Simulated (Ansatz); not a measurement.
Reaction (ligand exchange at the Si–C bond): `O[SiH](O)C[SiH2]Cl` + `O[SiH](O)S` → `O[SiH](O)S[SiH](O)O` + `C[SiH2]Cl`

Gas-phase electronic energies from Ansatz, PBE0-D4/def2-TZVP geometries. CCSD(T)/CBS is the MP2 limit (def2-TZVPP, def2-QZVPP) plus CCSD(T) − MP2 in def2-TZVPP, frozen cores. Functionals use def2-TZVPP. B3LYP here is the variant with VWN-RPA as its local correlation; programs differ in this. Each species was taken in one conformer, which may not be the lowest.

```
         level  ΔE (kcal/mol)  difference from CCSD(T)/CBS
       ωB97X-V          -14.8                          0.2
       ωB97M-V          -14.8                          0.2
        B2PLYP          -15.4                         -0.4
           PBE          -16.1                         -1.1
        r2SCAN          -16.4                         -1.4
          PBE0          -15.9                         -0.9
         B3LYP          -15.3                         -0.3
 HF/def2-TZVPP          -14.4                          0.6
MP2/def2-QZVPP          -15.7                         -0.7
  HF/CBS(def2)          -14.4                          0.6
   CCSD(T)/CBS          -15.0                            0
```

Largest T1 diagnostic among the species: 0.012.
